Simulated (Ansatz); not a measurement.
Correlation energies of C2H6AlNOS (`[SH][Al]1[CH2]NC[O]1`) by basis set

```xyz
12

S     0.6353   -2.3143    2.3712
Al    0.2927   -0.7787    0.8699
C     0.3555    1.1722    0.6422
N    -0.4511    1.2615   -0.5963
C    -0.2823    0.0972   -1.4433
O    -0.2395   -1.1283   -0.7217
H     0.2994   -3.2890    1.5060
H     1.3599    1.5705    0.4610
H    -0.0875    1.7934    1.4205
H    -1.4293    1.3462   -0.3486
H    -1.1089    0.0668   -2.1579
H     0.6558    0.2025   -2.0031
```

Charge 0, multiplicity 1. Geometry: relaxed with PBE0-D4/def2-TZVP. It is one conformer, not always the lowest. Frozen core, restricted reference, the Gaussian-basis code of Ansatz. CBS rows extrapolate triple and quadruple zeta; past MP2 they add the triple-zeta difference.

| basis | HF (Eh) | MP2 corr. |
| --- | --- | --- |
| def2-SVP | -847.69975 | -0.81244 |
| def2-TZVPP | -848.16904 | -1.02986 |
| def2-QZVPP | -848.19694 | -1.10676 |

Question: Estimate the CCSD correlation energy and the (T) correction in each basis where they were run (hartree).

Answer: 
```tsv
basis	CCSD corr.	(T)
def2-SVP	-0.86598	-0.02597
def2-TZVPP	-1.07325	-0.04635
CBS(def2)	-1.20711	as TZ
```
